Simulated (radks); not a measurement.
Results of a calculation; reference values are marked as such.
Q: These are the eigenvalues of the occupied orbitals of an atom or ion with whole-number occupations (hartree). Code: a radial shooting solver on a logarithmic mesh with Libxc functionals. Model: Dirac Kohn-Sham, PBE, spin-unpolarised, spherical densities, finite nucleus; Fermi nuclear charge, rms radius of each element as measured or else 0.836 A^(1/3) + 0.57 fm.

| orbital | eigenvalue |
|---|---|
| 1s1/2 | -768.0721 |
| 2s1/2 | -110.8775 |
| 2p1/2 | -102.3668 |
| 2p3/2 | -98.02019 |
| 3s1/2 | -20.56545 |
| 3p1/2 | -17.29369 |
| 3p3/2 | -16.56602 |
| 3d3/2 | -10.77897 |
| 3d5/2 | -10.63897 |
| 4s1/2 | -4.11422 |
| 4p1/2 | -3.13762 |
| 4p3/2 | -3.02244 |
| 4d3/2 | -1.54081 |
| 4f5/2 | -0.45536 |

Which element is it, and in what charge state? The configuration may be excited. Open shells, if any, fill j = l - 1/2 first.

A: Z = 43, technetium, charge +3: Tc3+ in [Ar] 3d10 4s2 4p5 4d4 4f1. The list shows which subshells hold electrons but not how many an open one holds; the 1s level, -768.07 hartree, gives Z - s = 39.2 by -(Z - s)^2/2, which with screening and relativity narrows Z to a few neighbours, and the depths of the outer levels then fix element, charge and occupations together.
